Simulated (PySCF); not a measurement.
Electron correlation in Br⁺ (bromine, charge +1)

[Ar] 3d10 4s2 4p4, high-spin 3P determinant. Calculation: PySCF 2.14, in aug-cc-pVTZ-PP with one added diffuse shell each of s, d, f type with ECP10MDF (7s5p5d3f, 68 functions); scalar relativity through the core potential. Frozen: 3s2 3p6 3d10; 6 electrons correlated.

MP2 pair energies summed by pair of shells (mhartree):

```json
{"pair": "4s-4p", "energy": "-49.06", "share (%)": "46.4"}
{"pair": "4p-4p", "energy": "-48.27", "share (%)": "45.6"}
{"pair": "4s-4s", "energy": "-8.45", "share (%)": "8.0"}
```

Total MP2 correlation energy: -105.79 mhartree.

Same-spin part -23.81 and opposite-spin part -81.98 mhartree; SCS-MP2 scales them by 1/3 and 6/5 to -106.31 mhartree.
